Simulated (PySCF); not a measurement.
# Electron correlation in P (phosphorus, neutral)

[Ne] 3s2 3p3, high-spin 4S determinant. Calculation: PySCF 2.14, in pcseg-2; no relativity, point nucleus. Frozen: [Ne]; 5 electrons correlated.

MP2 pair energies summed by pair of shells (mhartree):

```csv
pair,energy,share (%)
3s-3p,-49.35,65.6
3p-3p,-15.71,20.9
3s-3s,-10.18,13.5
```

Total MP2 correlation energy: -75.24 mhartree.

Same-spin part -19.47 and opposite-spin part -55.76 mhartree; SCS-MP2 scales them by 1/3 and 6/5 to -73.41 mhartree.

| level | correlation energy (mhartree) |
| --- | --- |
| CCSD | -92.00 |
| (T) | -2.81 |
| CCSD(T) | -94.81 |

Diagnostics: T1 = 0.0071, D1 = 0.0111, largest double amplitude 0.055.

Cost of the coupled-cluster step: 0.36 s of wall time on 1 thread of Neoverse-V1 (shared host), for 5 correlated electrons.
